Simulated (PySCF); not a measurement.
Ta(O)(F)(NH2)2 (FH₄N₂OTa), SMILES [Ta]([NH2])([F])(=[O])[NH2], multiplicity 1. Atoms are numbered in the order given.

```xyz
9

Ta     0.0326     0.0254     0.0000
O      1.7600    -0.1674     0.0000
F     -0.5172     1.8622     0.0000
N     -0.6133    -0.8904    -1.6460
H     -1.5964    -1.0274    -1.9062
H     -0.0141    -1.3763    -2.3210
N     -0.6133    -0.8904     1.6460
H     -0.0141    -1.3763     2.3210
H     -1.5964    -1.0274     1.9062
```
Charge 0, spin multiplicity 1.

Geometry: PBE-D3(BJ)/def2-SVP. The multiplicity is an assumed one; no other spin state was optimised. The structure was generated by enumeration; whether it is a known compound was not checked. The def2 effective core potentials stand for the cores of Ta; spin–orbit coupling is left out. Other conformers were not sampled.

All values below come from PySCF with PBE-D3(BJ)/def2-SVP.

Frequencies are harmonic and unscaled.

Computed normal modes with their intensities:
```csv
mode,ν (cm⁻¹),IR (km/mol),moving atoms (share of kinetic energy)
1,163,1.4,"F 35 %, N 34 %, H 16 %, Ta 13 %"
2,168,4.8,"F 55 %, N 25 %, Ta 10 %"
3,177,0.1,"N 49 %, H 23 %, Ta 12 %, O 11 %"
4,197,6.7,"O 41 %, N 27 %, H 18 %, F 12 %"
5,198,8.0,"O 44 %, H 36 %, N 17 %"
6,291,9.3,"H 77 %, O 16 %"
7,395,2.2,"H 86 %, O 11 %"
8,458,114.7,"H 81 %, N 19 %"
9,495,236.5,"H 76 %, N 23 %"
10,552,0.3,"H 78 %, N 21 %"
11,575,14.3,"H 74 %, N 18 %"
12,649,107.2,"F 82 %, Ta 11 %"
13,660,113.9,"N 71 %, H 15 %, Ta 13 %"
14,669,37.4,"N 79 %, H 14 %"
15,965,114.3,"O 91 %, Ta 9 %"
16,1463,33.6,"H 89 %, N 11 %"
17,1466,24.5,"H 90 %, N 10 %"
18,3464,90.7,H 96 %
19,3467,38.2,H 96 %
20,3559,13.7,"H 92 %, N 8 %"
21,3559,58.3,"H 92 %, N 8 %"
```
